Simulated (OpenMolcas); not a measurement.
Lines of Ar3+: computed and rescaled rates

| Property | Result |
| --- | --- |
| Program | OpenMolcas 26.06 |
| Method | SS-CASPT2, IPEA 0.25 Eh, imaginary shift 0.1 Eh (closed shells correlated: 2s 2p) |
| Basis | ANO-R3 [6s5p4d2f1g] |
| Scalar Hamiltonian | X2C, finite nucleus |
| Active space | 5 electrons in 4 orbitals (3s 3p) |
| State averaging | 2S+1 = 4 odd, 1 root; 2S+1 = 2 odd, 8 roots; 2S+1 = 4 even, 3 roots; 2S+1 = 2 even, 9 roots |
| Spin-orbit coupling | state interaction with AMFI integrals over the reference wave functions, term energies averaged over their components |

Rates come from the transition moments of the reference wave functions (E1 and E2 in the length form). At fixed line strength A goes as λ^-3 for E1 and M1 and as λ^-5 for E2, so a rate at the computed wavelength can be rescaled to the measured one. Measured vacuum wavelengths follow from level energies in Saloman, J. Phys. Chem. Ref. Data 39, 033101 (2010). Branching counts decays inside the model space alone, at computed energies, and the table is only a selection of the E2 and M1 lines, drawn from those between levels with measured partners whose computed energy lies within a factor of 1.5 of the measured one.

```
          Upper            Lower  Type  λ computed (nm)  λ measured (nm)  A computed (s-1)  A rescaled (s-1)  Branching %
3s2 3p3 2D* 5/2  3s2 3p3 2D* 3/2    M1            88710            77400          1.54e-05          2.32e-05          0.8
3s2 3p3 2P* 1/2  3s2 3p3 2D* 5/2    E2            730.1            733.4          1.33e-01          1.30e-01          8.7
3s2 3p3 2P* 3/2  3s2 3p3 2D* 5/2    M1            724.4              724          3.47e-01                           10.6
3s2 3p3 2P* 3/2  3s2 3p3 2D* 5/2    E2            724.4              724          2.40e-01          2.41e-01          7.3
3s2 3p3 2P* 1/2  3s2 3p3 2D* 3/2    M1            724.2            726.5          3.85e-01                           25.3
3s2 3p3 2P* 1/2  3s2 3p3 2D* 3/2    E2            724.2            726.5          2.07e-01          2.04e-01         13.6
3s2 3p3 2P* 3/2  3s2 3p3 2D* 3/2    M1            718.5            717.3          6.29e-01                           19.2
3s2 3p3 2P* 3/2  3s2 3p3 2D* 3/2    E2            718.5            717.3          1.04e-01          1.05e-01          3.2
3s2 3p3 2D* 3/2  3s2 3p3 4S* 3/2    M1            466.7            474.1          1.68e-02                           94.7
3s2 3p3 2D* 3/2  3s2 3p3 4S* 3/2    E2            466.7            474.1          9.45e-04                            5.3
3s2 3p3 2D* 5/2  3s2 3p3 4S* 3/2    E2            464.2            471.3          1.51e-03                           79.8
3s2 3p3 2D* 5/2  3s2 3p3 4S* 3/2    M1            464.2            471.3          3.67e-04                           19.4
3s2 3p3 2P* 1/2  3s2 3p3 4S* 3/2    M1            283.8            286.9          7.98e-01                           52.4
3s2 3p3 2P* 3/2  3s2 3p3 4S* 3/2    M1            282.9            285.5          1.96e+00                           59.7
```

Spin-changing lines and M1 lines between different terms are not rescaled, since their strength hangs on the term gaps too.

The largest correction is for 3s2 3p3 2D* 5/2 → 3s2 3p3 2D* 3/2 (M1): 1.54e-05 × (88710 / 77400)^3 = 2.32e-05 s-1, a factor of 1.51.

No measured rate stands beside these. Rescaling mends the energy factor alone: line strengths can still be far off where a level mixes with configurations outside the active space, and weak or spin-changing lines hang on small mixing coefficients that depend on the term gaps too, so rescaling need not improve them.

CASPT2 breaks the degeneracy within a term, and the mean is taken; among the terms shown or strongly mixed into the levels shown the widest spread is 250 cm-1 (3s2 3p3 2D*). Over all roots computed the reference weight is 0.88 to 0.96; the roots of lowest weight are the least certain, and an intruder state may touch them. Computed and measured levels are paired by configuration, term and J; levels that our copy of the source lacks, or whose pairing is in doubt (as where it misses far off the trend of its configuration), stay unpaired. Only configurations of the active space appear.

* marks odd parity.
